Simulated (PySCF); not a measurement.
A PySCF script (with the pyscf-properties extension) for the NMR shieldings of `CC(C)c1ccccc1`, C9H12, on a GFN2-xTB geometry:

```python
import basis_set_exchange as bse
import numpy as np
from pyscf import gto, dft
from pyscf.prop import nmr

atoms = """
C    -2.056656    0.074622    1.114723
C    -1.305343   -0.508088   -0.084284
C    -1.876879    0.032013   -1.397086
C     0.173096   -0.219545    0.015941
C     0.654581    1.084408    0.027553
C     2.010869    1.338379    0.119764
C     2.912280    0.290781    0.202571
C     2.445938   -1.011674    0.192141
C     1.087782   -1.261199    0.100231
H    -1.986600    1.159496    1.123992
H    -3.108427   -0.200246    1.070611
H    -1.637256   -0.304831    2.044044
H    -1.440370   -1.595863   -0.076056
H    -1.801108    1.116022   -1.433477
H    -2.925738   -0.241323   -1.492995
H    -1.332372   -0.379066   -2.244768
H    -0.033961    1.914358   -0.035854
H     2.366415    2.358961    0.127715
H     3.971622    0.489253    0.274469
H     3.140414   -1.836945    0.256652
H     0.732793   -2.282570    0.093640
"""
names = dict.fromkeys(["C", "H"], "pcSseg-1")
basis = {el: gto.basis.parse(bse.get_basis(n, elements=[el], fmt="nwchem")) for el, n in names.items()}
mol = gto.M(atom=atoms, basis=basis, charge=0, verbose=0)
mf = dft.RKS(mol, xc="PBE0")
mf.grids.level = 2
mf.grids.alignment = dft.numint.BLKSIZE   # the property module wants whole blocks of grid points
mf.conv_tol = 1e-9
mf.kernel()

calc = nmr.RKS(mf)   # GIAO
C = mf.mo_coeff
Co = C[:, mf.mo_occ > 0]
resp = mf.gen_response(singlet=True, hermi=2)
def vind(x):   # induced exchange potential for any number of trial vectors
    d = np.einsum("pi,xij,qj->xpq", C, 2 * x.reshape(-1, C.shape[1], Co.shape[1]), Co, optimize=True)
    return np.einsum("xpq,pi,qj->xij", resp(d - d.transpose(0, 2, 1)), C, Co, optimize=True).ravel()
mo1, _ = nmr.rhf.solve_mo1(calc, with_cphf=vind)
sigma = calc.kernel(mo1)
for i, s in enumerate(sigma):   # ppm
    w = np.linalg.eigvalsh((s + s.T) / 2)
    print("%2d %-2s iso %8.1f  s11 %8.1f  s22 %8.1f  s33 %8.1f" % (i, mol.atom_pure_symbol(i), w.mean(), *w))
```

Problem. What does it print?

Solution. 
```
 0 C  iso    159.7  s11    145.4  s22    151.0  s33    182.7
 1 C  iso    146.5  s11    133.4  s22    143.6  s33    162.4
 2 C  iso    159.6  s11    145.3  s22    151.0  s33    182.6
 3 C  iso     31.6  s11    -59.8  s22    -18.0  s33    172.5
 4 C  iso     56.9  s11    -51.2  s22     40.7  s33    181.1
 5 C  iso     52.8  s11    -58.9  s22     39.6  s33    177.6
 6 C  iso     55.4  s11    -53.2  s22     41.4  s33    177.9
 7 C  iso     52.7  s11    -57.7  s22     39.6  s33    176.3
 8 C  iso     53.4  s11    -49.6  s22     51.4  s33    158.4
 9 H  iso     30.5  s11     26.2  s22     30.0  s33     35.2
10 H  iso     30.4  s11     26.5  s22     27.4  s33     37.4
11 H  iso     30.4  s11     26.3  s22     28.7  s33     36.3
12 H  iso     29.1  s11     25.1  s22     27.7  s33     34.3
13 H  iso     30.5  s11     26.2  s22     30.0  s33     35.2
14 H  iso     30.4  s11     26.5  s22     27.4  s33     37.4
15 H  iso     30.4  s11     26.3  s22     28.7  s33     36.3
16 H  iso     24.2  s11     20.2  s22     21.8  s33     30.5
17 H  iso     24.1  s11     20.5  s22     24.4  s33     27.3
18 H  iso     24.2  s11     20.9  s22     25.1  s33     26.7
19 H  iso     24.2  s11     20.8  s22     24.7  s33     27.0
20 H  iso     24.3  s11     20.6  s22     23.1  s33     29.0
```

These numbers come from an equivalent density-fitted implementation of the same equations, which agrees with the script to about 0.01 ppm for H and up to a few tenths of a ppm for heavy atoms, so last digits may differ.

Problem. Turn these shieldings into chemical shifts. Chemical shifts δ = σref − σ; ¹³C (186.93 ppm) and ¹H (31.72 ppm) against TMS, all at this level.

Solution. Averaging equivalent atoms: C 3: 155.4; C 5/7: 134.2; C 4/8: 131.8; C 6: 131.6; C 1: 40.5; C 0/2: 27.3; H 17/19: 7.60; H 16/20: 7.51; H 18: 7.49; H 12: 2.66; H 9/10/11/13/14/15: 1.28 ppm. 

Size and cost of the density-fitted run: 213 basis functions, 54 s wall time on 1 thread of an Arm Neoverse V1, shared host.
